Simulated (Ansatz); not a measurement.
`CC[SiH](F)I` + `[OH][InH][Cl]` → `CC[O][InH][Cl]` + `F[SiH2]I`  (substitution at a C–Si bond)

Isolated molecules relaxed with PBE0-D4/def2-TZVP in Ansatz; ΔE leaves out vibrations. CBS: MP2 limit from def2 TZ/QZ plus the TZ coupled-cluster correction, frozen cores. DFT in def2-TZVPP. def2 core potentials past Kr. For I, In outer-core shells are correlated without core-valence functions, which leaves a few kJ/mol of doubt a bond. Each species was taken in one conformer, which may not be the lowest.

```json
{"level": "ωB97X-V", "ΔE (eV)": "0.92"}
{"level": "ωB97M-V", "ΔE (eV)": "0.98"}
```

(1) What does CCSD(T)/CBS give? (Best estimate.)

Largest T1 diagnostic among the species: 0.015.

Results:

(1) The calculation gave: +0.97 eV. The listed levels differ from it by -0.05, 0.01 eV.

In def2-TZVPP, CCSD(T) changes the Hartree–Fock value by +0.10 eV (the triples alone add +0.00 eV) and MP2 by +0.19 eV.
